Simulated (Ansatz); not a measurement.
Cartesian coordinates (Å):
```xyz
7

O      0.2595     1.1519     0.0751
B      0.0885    -0.2110    -0.0125
O      1.1966    -0.9986    -0.0517
O     -1.1172    -0.8526    -0.0643
H     -0.5436     1.6720     0.1005
H      2.0015    -0.4786    -0.0114
H     -1.8853    -0.2831    -0.0358
```
Charge 0, spin multiplicity 1.

Method: frozen-core CCSD(T)/def2-TZVPP // PBE0-D3(BJ)/def2-TZVP in Ansatz (a program for electronic structure).

```
Quantity                       Result
----------------------  -------------
HF energy               -251.30617 Ha
MP2 correlation energy    -0.81405 Ha
```

### Question
Estimate the CCSD correlation energy, the (T) correction, the total energy and the T1 diagnostic.

### Answer

```yaml
CCSD correlation energy: -0.82364 Ha
"(T) correction": -0.02866 Ha
CCSD(T) total energy: -252.15847 Ha
T1 diagnostic: 0.012
```
